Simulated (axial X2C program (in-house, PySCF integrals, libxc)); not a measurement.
# Br or O: which binds elements of chip processing more strongly?

Computed with an in-house relativistic program for diatomic molecules, spin-free (one-electron X2C) or two-component (2c: spin–orbit coupling with atomic mean-field Coulomb and Gaunt terms, which also bring small scalar terms), in Dyall basis sets with cores contracted in-house; open shells are unrestricted.

Level PBE0, 2c. Dyall triple-zeta sets: BBr v3z/cv3z; BO v3z/av3z; AlBr v3z/cv3z; AlO v3z/av3z; SiBr v3z/cv3z; SiO v3z/av3z; PBr v3z/cv3z; PO v3z/av3z.

Diatomic bonds are a first guide to the radicals met in plasma etching, cleaning and deposition, though surfaces and higher halides or oxides behave in their own way.

```csv
element M,state of MBr,Re MBr (Å),D0 MBr (eV),state of MO,Re MO (Å),D0 MO (eV)
B,Ω = 0,1.890,4.42,Ω = 1/2,1.200,8.33
Al,Ω = 0,2.318,4.43,Ω = 1/2,1.629,4.90
Si,Ω = 1/2,2.233,3.73,Ω = 0,1.516,7.69
P,Ω = 1,2.178,2.88,Ω = 1/2,1.483,5.74
```

Task: Work out the energy at 0 K of MBr + O → MO + Br for each element.

Result: ΔE = D0(MBr) − D0(MO) at PBE0, 2c: B -3.91, Al -0.47, Si -3.96, P -2.86 eV (negative: the exchange gives off energy).

Task: For which element is the exchange to O most and for which least favourable, and what is the energy of SiBr + AlO → SiO + AlBr?

Result: Si most (-3.96 eV; too close to rank against B), Al least (-0.47 eV). The atoms cancel in the double exchange: ΔE = -3.96 − (-0.47) = -3.49 eV, a figure less sensitive to errors in the atoms than D0 itself.

Each entry is the lowest single determinant of a limited PBE0 search at one distance. D0 = De minus the zero-point energy; De goes to single-determinant-based atoms at the same level (for ions the charge split of lowest energy) and is withheld (n/a) where an atom does not fit its ground term or J level. Main or longest-lived isotopes. One determinant is a doubtful description, or other states lie close, for PBr; these need not be ground states, and all values refer to the states named. Some open-shell Ω = 0 determinants are out of reach, so the Ω given for PBr need not be the lowest component. With several unpaired electrons the Ω given is that of one determinant, not necessarily of the lowest component. Some light 2c atoms are not at their ground J level, so De misses part of their lowering (0.04 eV or less). The functionals have no current term, which raises determinants with orbital currents. These D0 were not checked against measured values; triple-zeta sets, frozen cores and single determinants leave errors of some tenths of an eV, more for transition metals.
